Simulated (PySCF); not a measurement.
Compound: C8H12BN.
Bonds: C1–N2, N2–C3, N2–B4, B4–C5, C5–C6 (aromatic), C6–C7 (aromatic), C7–C8 (aromatic), C8–C9 (aromatic), C9–C10 (aromatic), C5–C10 (aromatic). Hydrogens: H11, H12, H13 on C1; H14, H15, H16 on C3; H17 on B4; H18 on C6; H19 on C7; H20 on C8; H21 on C9; H22 on C10.

Theory: PBE0-D3(BJ)/def2-SVP geometry optimisation, gas phase in PySCF 2.14.0.

Question: What internal coordinates does the optimisation give?

Answer: 
| bond | length (Å) | order |
| --- | --- | --- |
| C1–N2, N2–C3 | 1.445 | single |
| N2–B4 | 1.399 | single |
| B4–C5 | 1.570 | single |
| C5–C6, C5–C10 | 1.406 | aromatic |
| C6–C7, C9–C10 | 1.393 | aromatic |
| C7–C8, C8–C9 | 1.394 | aromatic |
| C1–H11, C1–H13, C3–H15 | 1.105 | single |
| C1–H12, C3–H14, C3–H16 | 1.099 | single |
| B4–H17 | 1.214 | single |
| C6–H18, C10–H22 | 1.094 | single |
| C7–H19, C9–H21 | 1.093 | single |
| C8–H20 | 1.093 | single |

Bonds in one row agree within 0.01 Å and their mean is given. Orders are formal, as drawn. A selection of angles:
| angle | degrees |
| --- | --- |
| C1–N2–C3 | 112.9 |
| C1–N2–B4 | 121.7 |
| C3–N2–B4 | 125.4 |
| N2–B4–C5 | 125.0 |
| B4–C5–C6 | 118.6 |
| B4–C5–C10 | 124.0 |
| C6–C5–C10 | 117.3 |
| C5–C6–C7 | 121.6 |
| C6–C7–C8 | 119.9 |
| C7–C8–C9 | 119.7 |

Dihedral angles: C1–N2–B4–C5 177° (antiperiplanar); N2–B4–C5–C6 138° (anticlinal). The mirror-image conformer, all signs reversed, is as good.

N2 (boron-bound nitrogen) is planar (angles 125.4°, 121.7° and 112.9°, sum 360.0°, 0.02 Å off the plane of its three neighbours). Of the pairs four or more bonds apart, C10···H16 is among the closest relative to their van der Waals radii: 2.57 Å, 89 % of the sum of Bondi's values. B4 (three-coordinate boron) is planar (angles 125.0°, 118.5° and 116.4°, sum 360.0°, 0.01 Å off the plane of its three neighbours). The 6-membered ring C5–C6–C7–C8–C9–C10 has internal angles of 117.3° to 121.6°; it is planar, 0.01 Å rms from its mean plane, widest ring torsion 2°.

Point group: C1 (no symmetry element, even within 0.4 Å). Stationary, but not proved a minimum. One conformer, not necessarily the lowest.
